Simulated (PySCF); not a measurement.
# Structure from NMR data

Molecular formula: C$_{7}$H$_{10}$. Simulated spectra:

¹H NMR (400 MHz, computed): δ 5.86 (m, 1H), 5.41 (m, 1H), 4.91 (m, 1H), 2.49 (m, 2H), 2.47 (m, 2H), 1.69 (m, 3H).

¹³C{¹H} NMR (computed): δ 159.8 (C), 150.0 (C), 126.1 (CH), 110.0 (CH2), 28.2 (CH2), 25.8 (CH2), 15.3 (CH3).

Computed data (PySCF): shielding tensors at CAM-B3LYP/pcSseg-1 (GIAO), coordinates at the PBE0-D3(BJ)/def2-SVP level, B3LYP/pcJ-1 coupling constants (without the spin–dipole term). No relativistic terms, gas phase, rapidly exchanging positions averaged, a single conformation.

Scale: TMS for ¹H, ¹³C (reference shieldings calculated alike).

What is the structure?

Results:


Rings plus π bonds: 3 (1 ring in the answer). 7 carbon signals for 7 carbons: no two carbons are equivalent. Carbon types of the structure: 2 × C, 1 × CH, 3 × CH2, 1 × CH3, which accounts for all hydrogens. δC 159.8, 150.0: fully substituted alkene carbon; as expected for a trigonal carbon in a double bond. δC 126.1: alkene CH; an sp2 carbon of a C=C bond. δC 110.0: terminal =CH2 carbon; an sp2 carbon of a C=C bond. δC 28.2, 25.8: allylic sp3 CH2; a saturated carbon with 2 carbon neighbours and no heteroatom attached. δC 15.3: allylic methyl carbon; a saturated carbon with 1 carbon neighbour and no heteroatom attached. δH 5.86: hydrogen on an alkene CH; attached to an sp2 carbon and in the plane of the double bond. δH 5.41, 4.91: hydrogen on a terminal =CH2 carbon; attached to an sp2 carbon and in the plane of the double bond.

Structure: `C1C(=C)/C(=C/C)C1`.

The shifts were computed for this structure.

Multiplet labels drop couplings under 1 Hz and merge nearly equal ones. Couplings among chemically equivalent protons are left out too, so labels in AA′BB′ or AA′XX′ sets are apparent multiplicities. Unscaled 3J(H,H) at this level run about 10 % above measured values. Shifts are as computed, not scaled to solution data. Of 1211 compounds with measured shifts, 218 miss one by over three times the rms of a fit or turn the order of signals round; such compounds aren't used in these exercises.
